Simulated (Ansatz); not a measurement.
The same atomization along the group F, Cl, Br.

Gas-phase electronic energies from Ansatz, PBE0-D4/def2-TZVP geometries. CBS: MP2 limit from def2 TZ/QZ plus the TZ coupled-cluster correction, frozen cores. Small cases extrapolate CCSD(T) itself. DFT in def2-TZVPP. B3LYP here is the variant with VWN-RPA as its local correlation; programs differ in this. No spin–orbit coupling; open shells (•) take unrestricted orbitals. Spin–orbit coupling would lower the free atoms: a little for Cl, F, O, Si; clearly for Br. Bonds to Br are less sure, by a few kJ/mol each and by 10 to 20 or more in all where they break to atoms, as the def2 sets lack core-valence functions. Scalar relativity is left out up to krypton. One conformer a species, not always the lowest.

```json
{"reaction": "`O[Si]F` → F• + H• + O• + Si•", "CCSD(T)/CBS(def2) (kJ/mol)": "1599"}
{"reaction": "`O[Si]Cl` → Cl• + H• + O• + Si•", "CCSD(T)/CBS(def2) (kJ/mol)": "?"}
{"reaction": "`O[Si]Br` → Br• + H• + O• + Si•", "CCSD(T)/CBS(def2) (kJ/mol)": "1361"}
```

**Question.** Fill in the missing values. (Best estimate.)

**Answer.** Ansatz gave: `O[Si]Cl` → Cl• + H• + O• + Si•: +1414.0 kJ/mol.

Largest T1 diagnostic: 0.015, for `O[Si]F`.

Extrapolated directly: `O[Si]F` → F• + H• + O• + Si•; `O[Si]Cl` → Cl• + H• + O• + Si•.

For atomizations the MP2-based limit and the directly extrapolated one differ by several kJ/mol either way, and by 10 to 25 for some Ge, Se and Sn compounds, so smaller differences from it don't rank the levels.
